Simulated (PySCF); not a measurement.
# Reading the logs of faulty runs: C2H7OSi

These are calculations, not measurements. The program is PySCF 2.14.0, an open-source quantum chemistry code, run on an isolated molecule that a program drew, which may never have been made. The molecule is C2H7OSi (charge 0, doublet), drawn as the SMILES string `C[SiH2][CH]O`.

Each row is a Hartree-Fock (HF) and frozen-core CCSD(T) single point in the cc-pV(D+d)Z basis, meant for a local HF minimum. Run 1 is clean. Each other run has one planted mistake out of seven kinds, and not every kind appears here: one electron removed, one electron added, multiplicity raised by two, geometry at a saddle point, minimal basis STO-3G, one bond length entered in bohr, all coordinates scaled. The reference is restricted for singlets and unrestricted otherwise, and also for a bond in bohr. Adding or removing an electron swaps singlet and doublet. Electrons count all cores. HOMO and LUMO are orbital energies over both spins, the gradient is its largest component, and the lowest frequency (negative if imaginary) is given only where the gradient is small. Bond lengths are over the 10 bonds as drawn. T1 is the CCSD diagnostic: over 0.02 (restricted) or 0.045 (unrestricted) a single reference is doubtful.

Geometry of the clean run:
```xyz
11
C2H7OSi, angstrom
C     0.9010    1.0887    1.5507
Si    2.5986    0.6630    2.2335
C     3.0731   -1.0893    1.8330
O     3.0141   -1.4770    0.5265
H     0.6535    2.1364    1.7431
H     0.1267    0.4637    2.0032
H     0.8790    0.9260    0.4699
H     2.6275    0.7800    3.7132
H     3.5911    1.6181    1.6751
H     3.4672   -1.8177    2.5363
H     3.2944   -2.3744    0.4306
```

```
run  electrons  basis functions  <S^2>  HOMO (eV)  LUMO (eV)  gradient (hartree/bohr)  lowest frequency (cm^-1)  mean bond (Å)  longest bond (Å)      T1  HF (hartree)  CCSD(T) (hartree)                 mistake
  1         41              100  0.762      -8.72       3.39                  1.4e-05                        68         1.3384             1.879  0.0149    -443.57935         -444.20062                no fault
  2         41              100  0.765      -9.05       3.18                  4.6e-02                         -         1.4080             1.976  0.0165    -443.55473         -444.18612  all coordinates scaled
  3         40              100  0.000     -17.09      -5.55                  1.2e-01                         -         1.3384             1.879  0.0218    -443.31852         -443.94222                       ?
  4         42              100  0.000       0.64       9.39                  8.7e-02                         -         1.3384             1.879  0.0149    -443.49487         -444.15243                       ?
```

**Which mistake was planted in run 3, and what did it cost?**

It counts 40 electrons, one fewer than the clean run, at the same geometry and basis. So the mistake is: one electron removed. Subtracting run 1 and multiplying by 627.51 kcal/mol a hartree, the energy moved by 163.7 kcal/mol in HF and 162.1 kcal/mol in CCSD(T).

**Which mistake was planted in run 4, and what did it cost?**

It counts 42 electrons, one more than the clean run, at the same geometry and basis. So the mistake is: one electron added. Subtracting run 1 and multiplying by 627.51 kcal/mol a hartree, the energy moved by 53.0 kcal/mol in HF and 30.2 kcal/mol in CCSD(T).

Cautions from the logs. Run 3: T1 is over the limit, so its CCSD(T) energy is less reliable; run 4: the HOMO is above zero, so the electron isn't bound and the energy depends on the basis.
